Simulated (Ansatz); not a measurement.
Geometry optimisation, UHF/def2-SVP in Ansatz.

input.yaml

```yaml
crystal:
  periodic: [false, false, false]
  atoms:
    - { symbol: B, position_ang: [0.0, 0.0, 0.0] }
    - { symbol: H, position_ang: [0.0, 0.0, 1.44] }
    - { symbol: F, position_ang: [1.1431, 0.0, -0.66] }
    - { symbol: F, position_ang: [-1.1431, 0.0, -0.66] }
    - { symbol: O, position_ang: [0.0, 0.0, 2.75] }
    - { symbol: H, position_ang: [-0.5144, -0.8011, 3.0871] }
magnetization:
  spin_polarized: true
  initial_magnetization: 1
basis:
  gaussian: { orbitals: def2-SVP }
hamiltonian:
  xc: hf
relax:
  f_tol: 0.15
  max_steps: 25
  restrain:
    - { distance: [1, 4], at: 1.01, k: 30.0 }
    - { distance: [0, 1], at: 2.39, k: 30.0 }
```

Command:

```bash
$ ansatz run input.yaml --threads 1 --pin off --max-ram 2048MiB --backend cpu --events-out ev --progress --plain --runs-dir out
```

Task: Where does it end, and by what steps?

Result: The forces met the threshold. The restraints hold the end off the free minimum. After 6 steps the energy has fallen by 1.050 eV (the restraints' own energy left out); H2 moved furthest, 0.62 Å. Joined: H2–O5 (1.31 → 0.97 Å).

| step | energy less start (eV) | largest force component (eV/Å) | accepted |
| --- | --- | --- | --- |
| 0 | 0.0000 | 2.582 | yes |
| 1 | -0.1462 | 4.376 | yes |
| 2 | -0.5069 | 4.952 | yes |
| 3 | -0.7992 | 2.541 | yes |
| 4 | -0.9297 | 2.366 | yes |
| 5 | -1.0413 | 1.547 | yes |
| 6 | -1.0496 | 1.403 | yes |

```xyz
6
Properties=species:S:1:pos:R:3
B 0.009 0.010 -0.338
H 0.055 0.030 2.058
F 1.126 0.028 -0.992
F -1.128 -0.026 -0.956
O 0.002 -0.055 3.021
H -0.578 -0.788 3.164
```

Run time: 8 s on 1 thread of Arm Neoverse V1, with other jobs on the host, peak memory 0.12 GiB.
